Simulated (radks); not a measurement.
All-electron atom: Ga III in [Ar] 3d10 4s1. Calculated with a radial shooting solver on a logarithmic mesh with Libxc functionals: non-relativistic Kohn-Sham, exchange-only LDA, spin-polarised, spherical densities, point nucleus; open shells are filled with parallel spins first.

Radial electron density D(r) = 4 pi r^2 rho(r):

r (bohr)  D(r) (e/bohr)  spin D(r)
0.003135          2.067    0.00120
0.003592          2.638    0.00153
0.004083          3.306    0.00192
0.004677          4.182    0.00242
0.005316          5.193    0.00300
0.006091          6.497    0.00375
0.006922          7.972    0.00458
0.007931          9.832    0.00563
0.009086          12.02    0.00684
0.01033           14.38    0.00813
0.01183           17.20    0.00962
0.01345           20.12     0.0111
0.01541           23.42     0.0127
0.01765           26.79     0.0141
0.02006           29.88     0.0152
0.02298           32.86     0.0159
0.02612           35.16     0.0159
0.02993           36.84     0.0150
0.03429           37.53     0.0130
0.03897           37.22     0.0101
0.04464           35.96    0.00637
0.05074           34.18    0.00267
0.05813           32.16  -0.000515
0.06607           30.72   -0.00170
0.0757            30.31   0.000150
0.08672           31.46    0.00599
0.09857           33.98     0.0149
0.1129            37.62     0.0260
0.1283            40.99     0.0348
0.147             43.25     0.0379
0.1685            43.03     0.0303
0.1915            40.18     0.0126
0.2194            34.90    -0.0135
0.2493            29.15    -0.0366
0.2856            24.04    -0.0484
0.3246            21.49    -0.0409
0.3719            21.56    -0.0152
0.4261            23.58     0.0151
0.4843            25.68     0.0303
0.5549            26.50     0.0199
0.6306            25.17    -0.0109
0.7225            21.68    -0.0423
0.8278            17.00    -0.0382
0.9408            12.50     0.0229
1.078             8.421      0.153
1.225             5.552      0.315
1.404             3.498      0.485
1.608             2.225      0.604
1.828             1.482      0.635
2.094            0.9693      0.577
2.38             0.6319      0.459
2.726            0.3727      0.308
3.099            0.2039      0.182
3.55            0.09262     0.0867
4.067           0.03498     0.0337
4.623           0.01150     0.0112
5.296          0.002778    0.00275
6.019         0.0005665   0.000563

D(r) has 3 maxima, at r = 0.0351, 0.156, 0.546 bohr, and minima at 0.0733, 0.346 bohr, inside which lie 2.09, 10.99 electrons.
